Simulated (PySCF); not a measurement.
**Working out the ionisation energy of Cl⁺**

Cl⁺ [Ne] 3s2 3p4 (3P) → Cl²⁺ [Ne] 3s2 3p3 (4S). Computed with PySCF 2.14 in Sapporo-DZP-2012 (5s4p2d, 27 functions), with scalar relativity by spin-free X2C-1e. Frozen: [Ne]. Energies in hartree (1 hartree = 27.21139 eV):

| part | Cl⁺ (lower) | Cl²⁺ (upper) |
| --- | --- | --- |
| UHF | -460.253025 | -459.424402 |
| CCSD correlation | -0.113559 | -0.094853 |
| (T) | -0.001415 | -0.000963 |

What does Hartree-Fock give?

(-459.424402) − (-460.253025) = 0.828623 hartree = 22.548 eV.

What do CCSD and CCSD(T) give?

The CCSD correlation energies differ by 0.018706 hartree = 0.509 eV and the triples by 0.000452 hartree = 0.012 eV, so CCSD gives 23.057 eV and CCSD(T) 23.069 eV.

Measured between the centres of the two terms (NIST): 23.771 eV, so CCSD(T) (valence) is off by -0.702 eV.

A double-zeta basis recovers only part of the correlation energy.

What remains against the reference includes basis incompleteness, the frozen core and higher excitations.
